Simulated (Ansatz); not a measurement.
`N/C(F)=[C](\O)[GaH2]`. Total charge 0; spin multiplicity 1. Geometry: relaxed with PBE0-D4/def2-TZVP. It is one conformer, not always the lowest.

```xyz
11

N     1.305   -1.145   -1.219
C     0.195   -0.814   -0.507
F    -0.733   -1.771   -0.537
C    -0.031    0.351    0.132
O     1.062    1.217    0.076
Ga   -1.682    0.782    1.022
H     2.084   -0.523   -1.070
H     1.533   -2.125   -1.257
H     0.849    2.007    0.576
H    -2.913   -0.171    1.060
H    -1.669    2.192    1.726
```

**Question.** What is the dipole moment at PBE/def2-TZVPP? (Best estimate.)

**Answer.** Computed: 2.33 D, with components (2.27, -0.47, -0.21) D in this frame, pointing from negative to positive charge.

**Question.** And with r2SCAN, B3LYP, ωB97M-V? (Estimate.)

**Answer.** Ansatz gave: r2SCAN 2.27 D, B3LYP 2.06 D, ωB97M-V 1.80 D.

**Question.** Give the Mulliken charges with PBE, r2SCAN, B3LYP in def2-TZVPP. (An estimate is asked.)

**Answer.** Ansatz gave: 
```csv
atom,PBE,r2SCAN,B3LYP
N1,-0.25,-0.30,-0.27
C2,0.24,0.34,0.30
F3,-0.15,-0.19,-0.20
C4,-0.03,-0.07,-0.02
O5,-0.30,-0.36,-0.34
Ga6,0.03,0.14,0.10
H7,0.18,0.18,0.17
H8,0.17,0.17,0.16
H9,0.20,0.22,0.20
H10,-0.02,-0.04,-0.03
H11,-0.06,-0.09,-0.08
```

B3LYP here is the variant with VWN-RPA as its local correlation; programs differ in this.
